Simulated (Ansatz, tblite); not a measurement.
Forces on `c1sc(-c2sc(-c3sc(-c4sc(-c5scc6c5OCCO6)c5c4OCCO5)c4c3OCCO4)c3c2OCCO3)c2c1OCCO2` at its r2SCAN-D4/def2-SVP geometry. Total charge 0; singlet.

The xTB rows come from tblite. Single mean-field runs in def2-SVP are fitted with def2-universal-jkfit. At HF/def2-SVP the restricted singlet is unstable: a solution with broken spin symmetry lies lower.

GFN2-xTB (tblite), largest force 0.76 eV/Å:

```xyz
67
positions Å, forces eV/Å
C     4.692   -2.355    7.178   -0.138    0.301    0.186
S     4.688   -3.226    5.684   -0.175    0.163   -0.066
C     3.475   -2.174    4.978   -0.092    0.164    0.202
C     2.968   -2.350    3.650    0.054   -0.158   -0.129
S     1.760   -1.291    2.950    0.230   -0.127    0.056
C     1.761   -2.154    1.424    0.186   -0.222    0.030
C     0.922   -1.738    0.338   -0.137   -0.147   -0.203
S     0.622   -0.039    0.026   -0.219   -0.080   -0.166
C    -0.418   -0.384   -1.342   -0.013   -0.220   -0.024
C    -1.065    0.639   -2.102    0.012    0.219    0.016
S    -2.106    0.294   -3.471    0.229    0.059    0.186
C    -2.400    1.992   -3.786    0.144    0.173    0.177
C    -3.249    2.413   -4.866   -0.300    0.304   -0.050
S    -3.262    1.577   -6.403   -0.150    0.109    0.071
C    -4.477    2.615   -7.058   -0.200    0.371    0.130
C    -4.844    3.578   -6.147    0.418   -0.628   -0.080
C    -4.159    3.460   -4.895    0.310   -0.514   -0.399
O    -4.427    4.269   -3.837   -0.256    0.222    0.189
C    -5.647    4.984   -4.002    0.058   -0.147    0.472
C    -5.741    5.571   -5.396   -0.061    0.200   -0.456
O    -5.784    4.536   -6.374   -0.125    0.374    0.085
C    -1.726    2.775   -2.860   -0.100   -0.657   -0.121
C    -0.989    2.015   -1.913   -0.162   -0.360   -0.303
O    -0.250    2.587   -0.924    0.227    0.320    0.105
C     0.005    3.968   -1.169    0.376   -0.291    0.190
C    -1.258    4.669   -1.632   -0.380    0.271   -0.145
O    -1.708    4.133   -2.871   -0.014    0.382    0.214
C    -0.490   -1.759   -1.535    0.161    0.354    0.301
C     0.249   -2.521   -0.592    0.098    0.672    0.132
O     0.233   -3.879   -0.586    0.027   -0.364   -0.214
C    -0.219   -4.411   -1.825    0.385   -0.274    0.143
C    -1.484   -3.710   -2.283   -0.374    0.293   -0.186
O    -1.231   -2.328   -2.524   -0.234   -0.324   -0.114
C     2.653   -3.217    1.478   -0.235    0.493    0.418
C     3.318   -3.329    2.728   -0.257    0.421    0.063
O     4.241   -4.295    2.988    0.305   -0.249   -0.159
C     4.730   -4.908    1.797    0.332    0.107    0.372
C     3.586   -5.232    0.856   -0.341   -0.131   -0.336
O     2.927   -4.043    0.435    0.065   -0.392   -0.140
C     3.117   -1.200    5.902    0.279   -0.413   -0.153
C     3.808   -1.301    7.145    0.251   -0.577   -0.410
O     3.583   -0.436    8.172   -0.086    0.362    0.103
C     2.900    0.739    7.744    0.333    0.132    0.317
C     1.730    0.388    6.844   -0.345   -0.110   -0.352
O     2.190   -0.236    5.649   -0.274    0.215    0.165
H     5.339   -2.652    8.001   -0.393    0.153   -0.507
H    -4.859    2.478   -8.067    0.250    0.059    0.602
H    -5.652    5.778   -3.241    0.071   -0.212   -0.167
H    -6.506    4.310   -3.822    0.211    0.108   -0.071
H    -6.664    6.156   -5.516    0.199   -0.194   -0.027
H    -4.871    6.230   -5.584   -0.165   -0.193    0.037
H     0.794    4.069   -1.938   -0.199   -0.048    0.143
H     0.370    4.393   -0.223   -0.103   -0.178   -0.202
H    -2.051    4.560   -0.867    0.182   -0.024   -0.186
H    -1.070    5.739   -1.801   -0.072   -0.267   -0.038
H     0.572   -4.298   -2.592   -0.183    0.022    0.189
H    -0.406   -5.482   -1.660    0.072    0.268    0.037
H    -2.271   -3.815   -1.513    0.198    0.049   -0.144
H    -1.850   -4.133   -3.230    0.103    0.177    0.202
H     5.258   -5.821    2.107   -0.152    0.243   -0.002
H     5.447   -4.229    1.297   -0.187   -0.118    0.113
H     3.959   -5.725   -0.054   -0.125    0.179    0.175
H     2.864   -5.903    1.359    0.154    0.193   -0.087
H     2.553    1.250    8.653    0.120   -0.187   -0.171
H     3.599    1.405    7.202   -0.141   -0.199    0.097
H     1.035   -0.290    7.376    0.189    0.121   -0.118
H     1.184    1.292    6.537    0.158   -0.244    0.003
```

HF/def2-SVP (Ansatz), largest force 2.15 eV/Å:

```
C -0.691 0.828 -0.104
S -0.216 0.346 0.168
C 0.228 0.792 1.877
C -0.254 -0.825 -1.878
S 0.245 -0.490 -0.255
C 1.386 -1.242 1.077
C -1.212 -0.198 -1.764
S -0.131 -0.550 -0.244
C 0.587 -1.952 0.618
C -0.580 1.953 -0.629
S 0.140 0.524 0.242
C 1.173 0.230 1.708
C -1.405 1.201 -0.966
S -0.134 0.299 0.170
C -0.252 0.794 0.752
C -0.141 -0.628 -1.293
C 1.002 -0.937 0.766
O -0.771 0.015 -1.015
C 0.162 -0.227 0.488
C -0.089 0.104 -0.540
O 0.679 0.067 0.924
C -0.912 -0.131 -1.373
C 0.449 -1.563 0.388
O -0.447 0.706 -0.908
C 0.369 -0.330 0.204
C -0.415 0.221 -0.280
O 0.480 -0.635 1.004
C -0.462 1.571 -0.387
C 0.917 0.142 1.386
O -0.484 0.627 -1.005
C 0.417 -0.219 0.281
C -0.368 0.332 -0.200
O 0.453 -0.713 0.906
C -1.048 0.969 -0.857
C 0.192 0.739 1.475
O -0.389 0.176 -1.161
C 0.315 0.121 0.417
C -0.395 0.001 -0.385
O 0.450 -0.292 1.166
C -0.120 -0.704 -1.396
C 0.977 -0.790 0.689
O -0.408 0.243 -1.047
C 0.401 0.024 0.374
C -0.321 -0.131 -0.406
O 0.406 -0.177 1.156
H -0.288 0.179 -0.285
H 0.116 0.115 0.409
H -0.010 -0.318 -0.337
H 0.409 0.288 -0.045
H 0.384 -0.240 0.075
H -0.403 -0.300 0.035
H -0.334 -0.077 0.368
H -0.167 -0.157 -0.405
H 0.333 0.064 -0.376
H -0.063 -0.447 0.086
H -0.332 -0.067 0.377
H 0.062 0.449 -0.086
H 0.334 0.078 -0.370
H 0.167 0.155 0.404
H -0.230 0.372 -0.151
H -0.303 -0.299 0.265
H -0.138 0.198 0.392
H 0.300 0.313 -0.260
H 0.128 -0.206 -0.389
H -0.283 -0.318 0.280
H 0.297 0.300 -0.281
H 0.240 -0.370 0.152
```

PBE0-D4/def2-SVP (Ansatz), largest force 0.50 eV/Å:

```
C -0.221 0.148 -0.231
S -0.200 0.265 0.058
C 0.122 0.114 0.442
C -0.126 -0.116 -0.446
S 0.176 -0.298 -0.122
C 0.299 -0.196 0.319
C -0.284 0.069 -0.381
S -0.105 -0.312 -0.168
C 0.185 -0.409 0.211
C -0.185 0.408 -0.215
S 0.109 0.303 0.172
C 0.270 -0.062 0.370
C -0.304 0.194 -0.297
S -0.119 0.249 0.166
C 0.076 0.109 0.333
C -0.079 -0.044 -0.225
C 0.145 -0.137 0.223
O -0.263 -0.007 -0.356
C 0.277 -0.146 -0.015
C -0.001 -0.263 -0.173
O 0.254 0.044 0.335
C -0.155 0.053 -0.257
C 0.138 -0.259 0.119
O -0.138 0.224 -0.323
C -0.108 -0.290 0.032
C -0.054 -0.158 -0.259
O 0.130 -0.215 0.363
C -0.141 0.263 -0.118
C 0.156 -0.052 0.262
O -0.130 0.217 -0.363
C 0.056 0.157 0.262
C 0.108 0.293 -0.029
O 0.139 -0.229 0.321
C -0.166 0.136 -0.225
C 0.100 0.091 0.284
O -0.121 0.083 -0.393
C -0.159 0.136 0.235
C -0.112 0.287 -0.052
O 0.122 -0.120 0.412
C -0.087 -0.078 -0.270
C 0.148 -0.073 0.169
O -0.143 0.109 -0.380
C 0.110 -0.285 0.053
C 0.153 -0.134 -0.232
O 0.132 -0.086 0.390
H -0.029 0.024 -0.023
H 0.007 0.016 0.035
H -0.004 -0.024 -0.025
H 0.038 0.040 -0.001
H 0.028 -0.013 0.008
H -0.049 -0.022 0.009
H -0.034 0.001 0.046
H -0.011 -0.010 -0.033
H 0.042 0.017 -0.039
H -0.006 -0.033 0.009
H -0.042 -0.018 0.039
H 0.006 0.035 -0.010
H 0.035 -0.001 -0.047
H 0.011 0.008 0.032
H -0.015 0.027 -0.014
H -0.027 -0.042 0.025
H -0.011 0.012 0.031
H 0.039 0.027 -0.034
H 0.009 -0.010 -0.029
H -0.038 -0.028 0.035
H 0.030 0.043 -0.029
H 0.017 -0.030 0.015
```
